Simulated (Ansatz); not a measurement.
Computed with Ansatz on PBE0-D4/def2-TZVP structures; ΔE is electronic, products minus reactants. CBS: MP2 limit from def2 TZ/QZ plus the TZ coupled-cluster correction, frozen cores. This one scheme is used for every species. DFT in def2-TZVPP. For As, Se outer-core shells are correlated without core-valence functions, which leaves a few kJ/mol of doubt a bond. Scalar relativity is left out up to krypton. One conformer a species, not always the lowest.

Consider the ligand exchange at the As–C bond: `OC[AsH2]` + `C[SeH]` → `C[Se][AsH2]` + CH₃OH.

```csv
level,ΔE (kJ/mol),difference from CCSD(T)/CBS
ωB97X-V,-69.1,2.8
PBE-QIDH,-73.3,-1.4
r2SCAN,-71.8,0.1
r2SCAN0,-74.1,-2.2
LC-ωPBE,-67.4,4.5
HF/def2-SVP,-73.5,-1.6
CCSD(T)/def2-SVP,-65.8,6.1
MP2/def2-TZVPP,-71.3,0.6
SCS-MP2/def2-TZVPP,-70.2,1.7
HF/def2-QZVPP,-77.1,-5.2
CCSD(T)/CBS,-71.9,0
```

Largest T1 diagnostic among the species: 0.011.

Leaving LDA and LC-ωPBE aside and taking each functional with its dispersion term where it has one, the values, not all of them listed here, spread over 9.9 kJ/mol, from BHLYP-D4 to ωB97X-V. LDA lies +6.9 kJ/mol from PBE without D4. In def2-TZVPP, CCSD(T) changes the Hartree–Fock value by +10.2 kJ/mol (the triples alone add +0.3 kJ/mol) and MP2 by +5.5 kJ/mol. From BLYP to BHLYP (50 % exact exchange), in def2-TZVPP and without D4, ΔE moves by −3.4 kJ/mol.
